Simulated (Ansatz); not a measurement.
A structure relaxed at PBE0-D4/def2-TZVP, charge 0, multiplicity 1:

```
atom   x (Å)   y (Å)   z (Å)
  B1   1.684  -1.030  -0.499
  O2   1.219   0.127   0.004
  C3   0.068   0.176   0.829
 Si4  -1.387   0.921  -0.110
 Br5  -1.836  -0.386  -1.846
  H6   1.163  -2.070  -0.198
  H7   2.630  -0.954  -1.225
  H8   0.294   0.806   1.697
  H9  -0.196  -0.822   1.198
 H10  -1.062   2.270  -0.624
 H11  -2.578   0.962   0.773
```

(1) Give its formula and SMILES.

(2) Summarise the bond lengths by kind.

## Answers

(1) CH6BBrOSi, `BOC[SiH2]Br`.

(2) 1 × B–O 1.344 Å; 2 × B–H 1.195 to 1.202 Å; 1 × C–O 1.417 Å; 1 × C–Si 1.886 Å; 2 × C–H 1.096 Å; 1 × Br–Si 2.219 Å; 2 × H–Si 1.480 to 1.483 Å.

Computed with Ansatz.
